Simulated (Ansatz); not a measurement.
Energy difference 5 R1 + R2 → P1 + P2 + 2 P3 + 2 P4, each structure at its B3LYP-D3(BJ)/def2-TZVP stationary point, reached from a drawn start (curvature not checked).
P1: CH4 (SMILES C), charge 0, multiplicity 1.
R1: H2 (SMILES [H][H]), charge 0, multiplicity 1.
P2: H2O (SMILES O), charge 0, multiplicity 1.
P3: HCl (SMILES Cl), charge 0, multiplicity 1.
P4: SiH4 (SMILES [SiH4]), charge 0, multiplicity 1.
R2, CH6Cl2OSi2 (SMILES C[Si](Cl)(Cl)O[SiH3]) (charge 0, multiplicity 1):
```xyz
12

Si    -0.7212     0.1462     0.4645
O      0.7234    -0.0538    -0.2312
Si     2.3549     0.1067    -0.0406
C     -2.0751    -0.3743    -0.6722
Cl    -0.9398     2.1281     0.9832
Cl    -0.7789    -0.9564     2.2040
H      2.8074    -0.7227     1.0963
H      2.9889    -0.3553    -1.2918
H      2.6901     1.5251     0.2069
H     -3.0473    -0.2376    -0.1985
H     -1.9582    -1.4270    -0.9343
H     -2.0443     0.2208    -1.5863
```

P less R. No zero-point or thermal terms. One arrangement of each flexible species, with no search for the lowest.

Cores are frozen in the correlated methods.

Programs: Ansatz (Gaussian orbitals). Each number belongs to the level named beside it.

Total energies in hartree:

```json
[
 {"structure": "P1", "PBE/def2-TZVPP": "-40.464286", "r2SCAN/def2-TZVPP": "-40.500875", "CCSD(T)/cc-pV(T+d)Z": "-40.438100"},
 {"structure": "R1", "PBE/def2-TZVPP": "-1.166122", "r2SCAN/def2-TZVPP": "-1.171285", "CCSD(T)/cc-pV(T+d)Z": "-1.172336"},
 {"structure": "P2", "PBE/def2-TZVPP": "-76.380147", "r2SCAN/def2-TZVPP": "-76.423173", "CCSD(T)/cc-pV(T+d)Z": "-76.332115"},
 {"structure": "P3", "PBE/def2-TZVPP": "-460.627412", "r2SCAN/def2-TZVPP": "-460.785863", "CCSD(T)/cc-pV(T+d)Z": "-460.339793"},
 {"structure": "P4", "PBE/def2-TZVPP": "-291.721620", "r2SCAN/def2-TZVPP": "-291.854203", "CCSD(T)/cc-pV(T+d)Z": "-291.440117"},
 {"structure": "R2", "PBE/def2-TZVPP": "-1615.816656", "r2SCAN/def2-TZVPP": "-1616.471283", "CCSD(T)/cc-pV(T+d)Z": "-1614.583588"}
]
```

Work out the reaction energy at each level in kJ/mol (1 hartree = 2625.49964 kJ/mol), and say how far PBE/def2-TZVPP lies from CCSD(T)/cc-pV(T+d)Z.


- PBE/def2-TZVPP: 2 × (-460.627412) + 2 × (-291.721620) + (-40.464286) + (-76.380147) − (-1615.816656) − 5 × (-1.166122) = 0.104769 hartree = 275.1 kJ/mol
- r2SCAN/def2-TZVPP: 2 × (-460.785863) + 2 × (-291.854203) + (-40.500875) + (-76.423173) − (-1616.471283) − 5 × (-1.171285) = 0.123528 hartree = 324.3 kJ/mol
- CCSD(T)/cc-pV(T+d)Z: 2 × (-460.339793) + 2 × (-291.440117) + (-40.438100) + (-76.332115) − (-1614.583588) − 5 × (-1.172336) = 0.115233 hartree = 302.5 kJ/mol
PBE/def2-TZVPP less CCSD(T)/cc-pV(T+d)Z: -27.4 kJ/mol. CCSD(T)/cc-pV(T+d)Z is the level counted from, the highest shown, and no exact or measured value.

Ansatz is a quantum-chemistry and plane-wave program.
